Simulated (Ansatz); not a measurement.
A made-up structure of CH$_{2}$NTe (charge +1), singlet:

N1  (-0.156, -0.216, 0.198)
C2  (-1.095, -0.724, -0.217)
Te3  (1.501, 0.637, 1.018)
H4  (-1.963, -1.191, -0.607)
H5  (1.669, 1.470, -0.411)
(Å)

It is relaxed with PBE-D4/def2-SVP and then PBE0-D4/def2-TZVP (Ansatz 0.2.0). Atoms count as bonded within 1.22 times the sum of their covalent radii (H–H: 0.88 Å). The end point is not checked to be a true minimum.

(1) Does its bonding change? (Judge from chemistry; the calculation decides.)

Results:

(1) The calculation gives: No: no bond forms or breaks.

Where it ends: The first stage lowers the energy by 0.06 eV in 4 steps. It ends as CH₂NTe ([CH][N][TeH]), total charge +1:
| atom | x (Å) | y (Å) | z (Å) |
| --- | --- | --- | --- |
| N1 | -0.1609 | -0.2136 | 0.1852 |
| C2 | -1.0973 | -0.7266 | -0.2158 |
| Te3 | 1.4994 | 0.6386 | 1.0125 |
| H4 | -1.9812 | -1.2079 | -0.6004 |
| H5 | 1.6969 | 1.4863 | -0.4007 |

Labels in which every atom is bracketed show which atoms are joined, not bond orders.

For scale, one of the runs: PBE0-D4/def2-TZVP relaxation, 124 basis functions, launched by `ansatz run in.yaml --threads 2 --pin off --events-out ev --progress --plain --max-ram 4352MiB`. Hardware: 2 CPU threads of an Arm Neoverse V2, shared host. Wall time about 11 s.
